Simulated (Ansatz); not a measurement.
SnBr₂⁻. Total charge -1; doublet. Geometry PBE-D4/def2-TZVPD; atoms count from 1.

```xyz
3

Sn    0.980    0.413    0.473
Br    0.526   -1.861   -0.897
Br   -1.506    1.449    0.424
```

In the def2 sets Sn takes a core potential; there is no spin–orbit coupling. The structure comes from a short search, and lower isomers may exist.

Estimate the Mulliken populations from the PBE0/def2-TZVPD orbitals of Ansatz.


| atom | charge (e) | spin (α − β) |
| --- | --- | --- |
| Sn1 | 0.02 | 1.02 |
| Br2 | -0.51 | -0.01 |
| Br3 | -0.51 | -0.01 |
Mulliken values and Mayer orders depend strongly on the basis. With diffuse functions, as here, like atoms can get unlike values, and bond orders can come out too low or too high.

Where does the spin sit?

Summed by element: Sn 1.02, Br -0.02, of 1 unpaired in all. Largest on single atoms: Sn1 1.02, Br3 -0.01, Br2 -0.01.

And the Mayer bond orders between bonded heavy atoms (over 0.3)?

Sn1–Br2 0.73 (2.69 Å); Sn1–Br3 0.73 (2.69 Å).
